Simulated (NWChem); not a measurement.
CaHSF; SMILES [F][Ca][SH]

```xyz
4

Ca     0.1196     0.5051    -0.0150
F     -0.5367     2.3471     0.0256
S     -0.3056    -2.0637    -0.0479
H      1.0158    -2.3600    -0.0735
```
Atoms are numbered in this order, from 1.

All runs use the structure optimised with PBE0/def2-SVP.

Question: Give the principal values of the shielding tensors (ppm) of Ca1, F2, S3 from PBE0/x2c-SVPall-s, scalar ZORA without spin-orbit coupling, GIAO (NWChem), with their diamagnetic and paramagnetic parts as GIAO splits them.

Answer: 
```tsv
atom	σ11	σ22	σ33	isotropic	diamagnetic	paramagnetic
Ca1	888.0	908.4	1388.4	1061.6	1420.8	-359.2
F2	31.4	52.5	481.5	188.5	452.9	-264.4
S3	692.0	730.9	827.4	750.1	1054.3	-304.1
```
